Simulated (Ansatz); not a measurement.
Ansatz results at the PBE0-D4/def2-TZVP geometry: HOMO energy (PBE0/def2-TZVPP) -7.61 eV; HOMO energy (ωB97M-V/def2-TZVPP) -9.52 eV; HOMO energy (PBE/def2-TZVPP) -6.63 eV.

Each molecule was computed in one conformer, which needn't be the lowest.

Q: Which molecule gave them?
A. `[SiH3][SiH2][SiH2][SiH2][GeH3]`
B. `[SiH3][SiH2][SiH2][SiH3]`
C. `[GeH3][GeH2][GeH2][GeH2][GeH2][GeH3]`
D. `[SiH3][SiH2][GeH3]`

A: C. The others give `[SiH3][SiH2][SiH2][SiH2][GeH3]`: -7.88, -9.82, -6.86; `[SiH3][SiH2][GeH3]`: -7.98, -9.95, -6.93; `[SiH3][SiH2][SiH2][SiH3]`: -7.91, -9.86, -6.88.
